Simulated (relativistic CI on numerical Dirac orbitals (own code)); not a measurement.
## Cr⁴⁺ (3d2) in a crystal field

Calculated by Dirac-Coulomb-Breit CI, orbitals from a KLI potential per configuration, model QED (radiative potential, 1s self-energy scaled to tabulated hydrogen-like ionisation energies), valence Slater integrals scaled by 0.75, one configuration in a parametric crystal field (own radial code).

Field parameters in Wybourne normalisation: Oh B⁴₀ = 21Dq, B⁴₄ = √(5/14) B⁴₀. The field is a parameter set, without covalency.

S is read from ⟨S²⟩ = S(S + 1).

Site symmetry Oh; labels are those of the double group. Computed levels in cm⁻¹ above the lowest, in rising order:

```
Δ (size of 10Dq)  Lowest  No. 2   No. 3   No. 4     No. 5     No. 6     No. 7     No. 8
            5000       E  43 T2  498 T1  741 A1   4375 A2   4414 T2   4623 T1    4652 E
            9000       E  25 T2  468 T1  693 A1   7953 A2   7987 T2   8191 T1    8204 E
           13000       E  18 T2  448 T1  662 A1  11644 T2  11663 A2  11897 T1   11904 E
           17000       E  14 T2  433 T1  639 A1  13446 T2   13834 E  15452 A2  15596 T2
           21000       E  11 T2  421 T1  620 A1  13457 T2   13737 E  19293 A2  19387 T2
           25000       E   9 T2  411 T1  605 A1  13425 T2   13654 E  23168 A2  23252 T2
           29000       E   8 T2  403 T1  592 A1  13390 T2   13585 E  27068 A2  27147 T2
           33000       E   7 T2  396 T1  582 A1  13356 T2   13526 E  30009 A1  30986 A2
           37000       E   7 T2  390 T1  573 A1  13325 T2   13476 E  30247 A1  34917 A2
           41000       E   6 T2  385 T1  565 A1  13297 T2   13433 E  30437 A1  38860 A2
```

Ground-state S against |10Dq| in cm⁻¹: 5000: 1.00, 9000: 1.00, 13000: 1.00, 17000: 1.00, 21000: 1.00, 25000: 1.00, 29000: 1.00, 33000: 1.00, 37000: 1.00, 41000: 1.00.

No abrupt spin change occurs in this range.
